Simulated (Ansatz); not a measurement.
Geometry optimisation, RKS B3LYP-D4/def2-SVP (Ansatz).

input.yaml

```yaml
crystal:
  periodic: [false, false, false]
  atoms:
    - { symbol: B, position_ang: [0.0, 0.0, 0.0] }
    - { symbol: O, position_ang: [0.0, 0.0, 1.76] }
    - { symbol: H, position_ang: [-0.9095, -0.2814, 2.0971] }
    - { symbol: H, position_ang: [1.0305, 0.0, -0.595] }
    - { symbol: O, position_ang: [-1.2211, 0.0, -0.705] }
    - { symbol: H, position_ang: [-1.7308, -0.8467, -0.4965] }
    - { symbol: F, position_ang: [-0.2026, 1.5239, 0.5108] }
    - { symbol: H, position_ang: [-0.1409, 1.0599, 1.4702] }
basis:
  gaussian: { orbitals: def2-SVP }
hamiltonian:
  xc: b3lyp
  dispersion: d4
relax:
  f_tol: 0.15
  max_steps: 25
  restrain:
    - { distance: [0, 6], at: 1.32, k: 30.0 }
    - { distance: [7, 1], at: 1.01, k: 30.0 }
    - { distance: [0, 1], at: 2.61, k: 30.0 }
    - { distance: [7, 6], at: 2.12, k: 30.0 }
output:
  orbitals: {}
```

Command:

```bash
$ ansatz run input.yaml --threads 1 --pin off --max-ram 2048MiB --backend cpu --events-out ev --progress --plain --runs-dir out
```

Question: Where does it end, and by what steps?

Answer: The run converged. The restraints hold the end off the free minimum; the threshold counts their pulls, which the force column leaves out. Restrained pairs: B1–F7 (1.62 → 1.33 Å), O2–H8 (1.11 → 0.98 Å), B1–O2 (1.76 → 2.61 Å), F7–H8 (1.07 → 2.12 Å). After 9 steps the energy has fallen by 2.731 eV (the restraints' own energy left out); H8 moved furthest, 0.63 Å.

```json
{"step": "0", "energy less start (eV)": "0.0000", "largest force component (eV/Å)": "4.550", "accepted": "yes"}
{"step": "1", "energy less start (eV)": "-1.1429", "largest force component (eV/Å)": "4.025", "accepted": "yes"}
{"step": "2", "energy less start (eV)": "-1.9579", "largest force component (eV/Å)": "2.783", "accepted": "yes"}
{"step": "3", "energy less start (eV)": "-2.3040", "largest force component (eV/Å)": "1.691", "accepted": "yes"}
{"step": "4", "energy less start (eV)": "-2.5471", "largest force component (eV/Å)": "0.964", "accepted": "yes"}
{"step": "5", "energy less start (eV)": "-2.6155", "largest force component (eV/Å)": "2.255", "accepted": "yes"}
{"step": "6", "energy less start (eV)": "-2.7163", "largest force component (eV/Å)": "0.772", "accepted": "yes"}
{"step": "7", "energy less start (eV)": "-2.7224", "largest force component (eV/Å)": "0.645", "accepted": "yes"}
{"step": "8", "energy less start (eV)": "-2.7186", "largest force component (eV/Å)": "1.036", "accepted": "yes"}
{"step": "9", "energy less start (eV)": "-2.7311", "largest force component (eV/Å)": "0.768", "accepted": "yes"}
```

```xyz
8
Properties=species:S:1:pos:R:3
B -0.146 0.401 -0.367
O -0.061 -0.061 2.199
H -1.024 -0.165 2.175
H 0.851 -0.179 -0.704
O -1.393 -0.100 -0.517
H -1.391 -1.003 -0.856
F -0.062 1.657 0.065
H 0.052 0.906 2.047
```

Run time: 27 s on 1 thread of AMD EPYC 7R43 64-Core Processor (Zen 3), with other jobs on the host, peak memory 0.15 GiB.
